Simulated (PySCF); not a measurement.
## Correlation energy of S (sulfur, neutral)

[Ne] 3s2 3p4, high-spin 3P determinant. Computed with PySCF 2.14 in x2c-TZVPall (5s5p2d1f, 37 functions), with scalar relativity by spin-free X2C-1e. Frozen: [Ne]; 6 electrons correlated.

MP2 pair energies summed by pair of shells (mhartree):

| pair | energy | share (%) |
| --- | --- | --- |
| 3p-3p | -52.37 | 45.9 |
| 3s-3p | -52.29 | 45.8 |
| 3s-3s | -9.40 | 8.2 |

Total MP2 correlation energy: -114.06 mhartree.

Same-spin part -26.68 and opposite-spin part -87.38 mhartree; SCS-MP2 scales them by 1/3 and 6/5 to -113.74 mhartree.

```
  level  correlation energy (mhartree)
   CCSD                        -137.91
    (T)                          -4.62
CCSD(T)                        -142.53
```

Diagnostics: T1 = 0.0097, D1 = 0.0305, largest double amplitude 0.060.

Cost of the coupled-cluster step: 0.48 s of wall time on 1 thread of Neoverse-V1 (shared host), for 6 correlated electrons.

Iterations:

```
CC2 = 0
CCSD nocc = (np.int64(4), np.int64(2)), nmo = (32, 32)
frozen orbitals [[0, 1, 2, 3, 4], [0, 1, 2, 3, 4]]
max_cycle = 100
direct = 0
conv_tol = 1e-08
conv_tol_normt = 1e-06
diis_space = 8
diis_start_cycle = 0
Init t2, MP2 energy = -0.114056820168423
Init E_corr(UCCSD) = -0.114056820176428
cycle = 1  E_corr(UCCSD) = -0.132010492711681  dE = -0.0179536725  norm(t1,t2) = 0.0461797
cycle = 2  E_corr(UCCSD) = -0.13603589794738  dE = -0.00402540524  norm(t1,t2) = 0.015441
cycle = 3  E_corr(UCCSD) = -0.137964832758649  dE = -0.00192893481  norm(t1,t2) = 0.00638915
cycle = 4  E_corr(UCCSD) = -0.137909045145172  dE = 5.57876135e-05  norm(t1,t2) = 0.000858367
cycle = 5  E_corr(UCCSD) = -0.137911665088153  dE = -2.61994298e-06  norm(t1,t2) = 0.000128972
cycle = 6  E_corr(UCCSD) = -0.137911421644703  dE = 2.4344345e-07  norm(t1,t2) = 3.01544e-05
cycle = 7  E_corr(UCCSD) = -0.137911902835752  dE = -4.81191049e-07  norm(t1,t2) = 7.50985e-06
cycle = 8  E_corr(UCCSD) = -0.137911753491591  dE = 1.49344161e-07  norm(t1,t2) = 2.22517e-06
cycle = 9  E_corr(UCCSD) = -0.137911750703346  dE = 2.78824483e-09  norm(t1,t2) = 4.48319e-07
UCCSD converged
E(UCCSD) = -398.7223066432369  E_corr = -0.1379117507033459
UCCSD(T) correction = -0.00461988670171561
```
